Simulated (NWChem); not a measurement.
[OH][Sc]([Br])[OH] (ScH2O2Br), optimised at PBE0/def2-SVP with NWChem:

| Property | Value |
|---|---|
| highest occupied level (eV) | -7.49 |
| orbital gap (eV) | 5.72 |
| dipole (D) | 4.45 |
| highest harmonic frequency (cm⁻¹) | 4002 |
| zero-point energy (kcal/mol) | 16.3 |

All stand in one matching conformer (torsions within 35°), which need not be the lowest. This build's default masses of Se (78.918 u) and Br (79.917 u) are each other's, which moves their modes by up to 0.6 %.

Task: One Sc atom is replaced by B, giving OB(O)Br (BH2O2Br), optimised at the same level. How do these values move?

Result: 
```tsv
quantity	new value	change
highest occupied level (eV)	-8.22	-0.73
orbital gap (eV)	9.41	+3.69
dipole (D)	2.21	-2.24
highest harmonic frequency (cm⁻¹)	3925	-77
zero-point energy (kcal/mol)	22.1	+5.8
```
